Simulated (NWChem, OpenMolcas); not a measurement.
# How basis sets differ on AlSnSiH7 (SMILES [SiH3][AlH][SnH3])

The species is AlSnSiH7 (10 atoms), meant as a singlet with charge 0. SMILES: `[SiH3][AlH][SnH3]`. The coordinates come from a PBE0-D4/def2-TZVP relaxation.

Each level gives the HOMO–LUMO gap (eV). The values are calculated.

| level | kind | program | value (eV) |
| --- | --- | --- | --- |
| HF/ANO-R0 (sfX2C) | Hartree–Fock | OpenMolcas | 9.73 |
| HF/ANO-RCC-MB (DKH2) | Hartree–Fock | OpenMolcas | 9.93 |
| HF/STO-3G | Hartree–Fock | OpenMolcas | 13.96 |
| HF/3-21G | Hartree–Fock | OpenMolcas | 9.43 |
| HF/def2-SVP (core potential) | Hartree–Fock | OpenMolcas | 9.61 |
| HF/def2-TZVP (core potential) | Hartree–Fock | NWChem | 9.57 |

All-electron rows without a relativistic Hamiltonian named are non-relativistic, while core potentials hold scalar relativity, so basis and relativity change together. The values span 9.43 to 13.96 eV. A Hartree–Fock LUMO above zero doesn't converge with the basis: it sinks as sets grow more diffuse. Orbital gaps aren't excitation energies.
